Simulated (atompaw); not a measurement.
## Reading a pseudo-wave (zinc (Zn))

Columns: radius, all-electron u(r) and pseudo u(r) of the 4s shell (level -23.03 eV) of zinc in the configuration [Ne] 3s2 3p6 3d10 4s0 4p0; PBE, scalar-relativistic, PAW (atompaw) scheme, atompaw 4.2.0.5.

```csv
r (bohr),all-electron,pseudo
0.058,-0.0292,-0.0327
0.115,0.1702,-0.0634
0.173,0.1990,-0.0915
0.231,0.0965,-0.1151
0.288,-0.0478,-0.1326
0.346,-0.1828,-0.1435
0.404,-0.2798,-0.1468
0.462,-0.3319,-0.1417
0.519,-0.3426,-0.1283
0.577,-0.3197,-0.1061
0.635,-0.2715,-0.0755
0.692,-0.2070,-0.0378
0.750,-0.1305,0.0074
0.808,-0.0483,0.0587
0.865,0.0343,0.1136
0.923,0.1174,0.1728
0.981,0.1975,0.2340
1.038,0.2718,0.2945
1.096,0.3422,0.3551
1.154,0.4069,0.4134
1.212,0.4654,0.4682
1.269,0.5169,0.5179
1.327,0.5632,0.5635
1.385,0.6036,0.6037
1.442,0.6378,0.6378
1.500,0.6672,0.6672
```

Problem. How many radial nodes do the two functions have?

Solution. The all-electron 4s function has n − l − 1 = 3; the pseudo-wave has 1, since 1 lower shell of the same l stays in the valence.

Problem. Is the pseudo-wave norm-conserving?

Solution. No, it belongs to a PAW set: the norm inside the radius is not constrained, and the difference is carried by the augmentation charge.
